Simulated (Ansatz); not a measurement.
# Relative stability

The two ends of one reaction step of CH3BrCl (charge -1), closed shell (PBE0-D4/def2-TZVPD).

A:

```
6
angstrom
Br -1.7308 1.3935 1.8638
C 0.2542 -0.2047 -0.2738
Cl 1.3341 -1.0741 -1.4366
H -0.1529 0.6705 -0.7672
H 0.8402 0.0890 0.5898
H -0.5447 -0.8743 0.0239
```

B:

```
6
angstrom
Br -1.3892 1.1185 1.4959
C -0.2056 0.1655 0.2214
Cl 1.6266 -1.3097 -1.7516
H -0.2119 0.7204 -0.7077
H 0.7854 0.1363 0.6551
H -0.6053 -0.8310 0.0868
```

Computed with Ansatz 0.2.0 (basis: def2-TZVPPD); correlated methods freeze the cores. Filled d shells of the heavier atoms are correlated. The def2 sets are not built for correlating such inner shells, so the correlated values are less sure here. B3LYP uses VWN-RPA correlation.

Q: Which structure is lower at CCSD(T), and by how much? (An estimate is asked for; the value comes from the calculation.)

A: The calculation gives: A, by 5.86 kcal/mol (electronic energy, against the other). By their contacts, A is a complex of CH₃Cl ([CH3][Cl]) + Br, total charge -1 and B is a complex of CH₃Br ([CH3][Br]) + Cl, total charge -1.

All methods give the same order:

| method | E(B) − E(A) (kcal/mol) |
| --- | --- |
| SPW92 | 5.96 |
| PBE-D4 | 5.51 |
| BLYP-D4 | 4.88 |
| r2SCAN-D4 | 6.11 |
| B97M-V | 5.31 |
| PBE0-D4 | 6.76 |
| B3LYP-D4 | 6.02 |
| r2SCAN0-D4 | 7.04 |
| BHLYP-D4 | 7.23 |
| CAM-B3LYP-D4 | 6.79 |
| wB97X-V | 7.06 |
| wB97M-V | 6.83 |
| B2PLYP | 6.20 |
| PBE-QIDH | 7.00 |
| RPA on PBE | 5.44 |
| HF | 9.03 |
| MP2 | 5.74 |
| CCSD | 6.29 |
| CCSD(T) | 5.86 |

No T1 diagnostic of these runs exceeds 0.009.

Labels in which every atom is bracketed show which atoms are joined, not bond orders.

For scale, one of the runs: CCSD(T)/def2-TZVPPD, 196 basis functions, launched by `ansatz run in.yaml --threads 4 --pin off --events-out ev --progress --plain --max-ram 9574MiB`. Hardware: 4 CPU threads of a Oxide Virtual Turin-like, shared host. Wall time 44 s; peak host memory 2.3 GiB.
